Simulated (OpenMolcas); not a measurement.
## Cr4+: effect of the IPEA shift

| Property | Result |
| --- | --- |
| Program | OpenMolcas |
| Basis | ANO-RCC-VTZP [6s5p3d2f1g] |
| Scalar Hamiltonian | DKH2, point nucleus |
| Active space | 2 electrons in 10 orbitals (3d 4d) |
| State averaging | 2S+1 = 3 even, 10 roots; 2S+1 = 1 even, 15 roots |
| Spin-orbit coupling | state interaction with AMFI integrals over the reference wave functions, term energies averaged over their components |

Methods on the same reference wave functions:
A. CASSCF
B. SS-CASPT2, IPEA 0 Eh, imaginary shift 0.1 Eh (closed shells correlated: 3s 3p)
C. SS-CASPT2, IPEA 0.25 Eh, imaginary shift 0.1 Eh (closed shells correlated: 3s 3p)

Energies in cm-1 above 3d2 3F2, the measured ground level; measured values from Sugar and Corliss, J. Phys. Chem. Ref. Data 6, 317 (1977).

```json
{"Level": "3d2 3F2", "A": "0.0", "B": "0.0", "C": "0.0", "Measured": "0.0"}
{"Level": "3d2 3F3", "A": "508", "B": "511", "C": "511", "Measured": "508"}
{"Level": "3d2 3F4", "A": "1159", "B": "1162", "C": "1162", "Measured": "1142"}
{"Level": "3d2 1D2", "A": "16093", "B": "13290", "C": "13250", "Measured": "13188"}
{"Level": "3d2 3P0", "A": "18898", "B": "16100", "C": "16290", "Measured": "15492"}
{"Level": "3d2 3P1", "A": "19074", "B": "16280", "C": "16470", "Measured": "15677"}
{"Level": "3d2 3P2", "A": "19461", "B": "16670", "C": "16850", "Measured": "16041"}
{"Level": "3d2 1G4", "A": "24701", "B": "22820", "C": "22710", "Measured": "22019"}
{"Level": "3d2 1S0", "A": "59031", "B": "52760", "C": "52650", "Measured": "51146"}
```

Deviations, from unrounded energies. A percentage is the sum of absolute deviations over the sum of measured energies, with the sign that they share, or ± where signs differ.

```tsv
Against measurement	Levels	A	B	C
mean absolute deviation (cm-1)	8	3000	550	590
fine structure of the ground term (%)	2	±1.1	+1.4	+1.4
other terms of the ground configuration (%)	6	+17.7	+3.3	+3.5
```

B lies closest to measurement on these levels and A furthest from it. The largest miss of B in the table is 3d2 1S0, by +1600 cm-1. The ranking rests on the paired levels alone, and a cruder setting can come out closer through cancelling errors.

Between B and C the level of the table that moves most is 3d2 3P1, by 190 cm-1 (lowest in B, highest in C). Moves below CASPT2's spread within the term are not significant.

The mean deviations of B to C differ by less than CASPT2's widest spread within a term (940 cm-1), so their order carries little weight.

From A to B the spin-free energies of the other terms of 3d2 shown, above 3F, scale by factors of 0.82 to 0.92, as is usual when dynamic correlation screens the repulsion within a d or f shell.

The lowest spin-free term lies below A's lowest term by 0.302 hartree in B, 0.298 hartree in C.

Term energies are means over components that CASPT2 splits; among the terms shown or strongly mixed into the levels shown the widest spread is 940 cm-1 (3d2 1G, B). Active for correlation alone: 4d; no level in the range computed is led by a configuration that fills it, so any true level of that kind is missing. Without dynamic correlation excited terms often stand tens of per cent too high (terms of higher spin than the ground term too low), and those without a measured partner can miss by more than the paired ones (holds for A). Measured partners are found by configuration, term and J. A level has none where our copy of the source lacks it or the pairing is in doubt (some pairs that miss far off the trend of their configuration count as doubtful), and it then counts in no deviation. Only configurations of the active space appear.
